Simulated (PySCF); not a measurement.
CH3Cl2ISi. Atoms are numbered in the order given.

```xyz
8

C     -1.2703     2.1098     0.0000
Si    -0.8862     0.2914     0.0000
Cl    -1.7025    -0.6043     1.6753
Cl    -1.7025    -0.6043    -1.6753
I      1.5464    -0.0683     0.0000
H     -0.8434     2.5845     0.8962
H     -0.8434     2.5845    -0.8962
H     -2.3619     2.2556     0.0000
```
Charge 0, spin multiplicity 1.

Geometry optimised at B3LYP-D3(BJ)/def2-SVP. The def2 effective core potentials stand for the cores of I; spin–orbit coupling is left out.

Method: PySCF with PBE/def2-TZVP.

Symmetry labels are those of the subgroup Cs that the program uses (full group Cs).

Computed valence orbital energies around the gap with their symmetry:
```json
[
 {"orbital": "HOMO−7", "symmetry": "A'", "energy (eV)": "-9.75"},
 {"orbital": "HOMO−6", "symmetry": "A'", "energy (eV)": "-9.36"},
 {"orbital": "HOMO−5", "symmetry": "A'", "energy (eV)": "-8.38"},
 {"orbital": "HOMO−4", "symmetry": "A\"", "energy (eV)": "-8.29"},
 {"orbital": "HOMO−3", "symmetry": "A\"", "energy (eV)": "-7.96"},
 {"orbital": "HOMO−2", "symmetry": "A'", "energy (eV)": "-7.73"},
 {"orbital": "HOMO−1", "symmetry": "A'", "energy (eV)": "-6.81"},
 {"orbital": "HOMO", "symmetry": "A\"", "energy (eV)": "-6.77"},
 {"orbital": "LUMO", "symmetry": "A'", "energy (eV)": "-1.95"},
 {"orbital": "LUMO+1", "symmetry": "A\"", "energy (eV)": "-0.50"},
 {"orbital": "LUMO+2", "symmetry": "A'", "energy (eV)": "-0.49"},
 {"orbital": "LUMO+3", "symmetry": "A'", "energy (eV)": "0.19"}
]
```
